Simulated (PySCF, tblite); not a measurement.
Write Cartesian coordinates for `C=C/C=C(/F)CC1CCC1` as optimised with GFN2-xTB.

```xyz
23
C9H13F angstrom
C     -3.010    0.055    2.445
C     -2.253    0.087    1.353
C     -1.981   -1.081    0.551
C     -1.210   -1.122   -0.536
F     -1.075   -2.322   -1.161
C     -0.405   -0.053   -1.192
C      1.086   -0.259   -0.917
C      1.570    0.014    0.518
C      2.700    0.889   -0.046
C      2.034    0.839   -1.430
H     -3.204    0.937    3.030
H     -3.461   -0.860    2.793
H     -1.813    1.022    1.035
H     -2.456   -2.000    0.865
H     -0.720    0.926   -0.836
H     -0.571   -0.103   -2.272
H      1.380   -1.250   -1.267
H      1.879   -0.858    1.090
H      0.846    0.575    1.105
H      2.804    1.877    0.397
H      3.668    0.392   -0.026
H      2.678    0.562   -2.262
H      1.510    1.760   -1.682
```

Any rigid rotation of these coordinates is as good. Atoms count from 1 in this order. Of the pairs four or more bonds apart, H13···H15 is among the closest relative to their van der Waals radii: 2.17 Å, 90 % of the sum of Bondi's values. The 4-membered ring C7–C8–C9–C10 has internal angles of 89.4° to 89.6° (sum 358°, against 360° for a flat polygon); it is puckered, 0.07 Å rms from its mean plane, widest ring torsion 11°. The 9 C–C bonds span 1.330 Å (C1=C2, drawn double) to 1.539 Å (C7–C10, drawn single), a spread of 0.209 Å.

Bonds between heavy atoms (Å): C1=C2 1.330, C2–C3 1.442, C3=C4 1.333, C4–F5 1.360, C4–C6 1.490, C6–C7 1.530, C7–C8 1.539, C8–C9 1.536, C9–C10 1.536, C7–C10 1.539.

Computed geometry: GFN2-xTB, gas phase.

Point group: C1 (no symmetry element, even within 0.4 Å). Its GFN2-xTB frequencies are all real (lowest 34 cm⁻¹). One conformer, not necessarily the lowest (C1–C2–C3–C4 -179°, C3–C4–C6–C7 106°, C4–C6–C7–C8 -71°, C6–C7–C8–C9 -130°, C7–C8–C9–C10 11°, C8–C9–C10–C7 -11°, C6–C7–C10–C9 131°). 3 starts were optimised and ended at 0.00, 0.03 and 0.11 kcal/mol (GFN2-xTB); the lowest of these is shown.
